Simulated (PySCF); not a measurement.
naphthalene (C10H8), SMILES c1ccc2ccccc2c1. Heavy atoms are numbered as in [cH:1]1[cH:2][cH:3][c:4]2[cH:5][cH:6][cH:7][cH:8][c:9]2[cH:10]1. Hydrogens are named by the atom that carries them.

The structure is a stationary point at r2SCAN-D4/def2-SVP.

Computed with PBE/pcSseg-1 in PySCF.

GIAO shieldings, no solvent; atoms alike by connectivity are averaged. δ = σ(ref) − σ: ¹³C against TMS (σ = 182.0 ppm); ¹H against TMS (σ = 31.49 ppm), references at their B3LYP-D3(BJ)/def2-TZVP geometries, non-relativistic.

Computed chemical shifts:
```tsv
nucleus	atoms	count	δ (ppm)
¹³C	C4	2	137.6
¹³C	C3 (CH)	4	134.4
¹³C	C1 (CH)	4	131.9
¹H	H on C3	4	8.16
¹H	H on C1	4	7.90
```
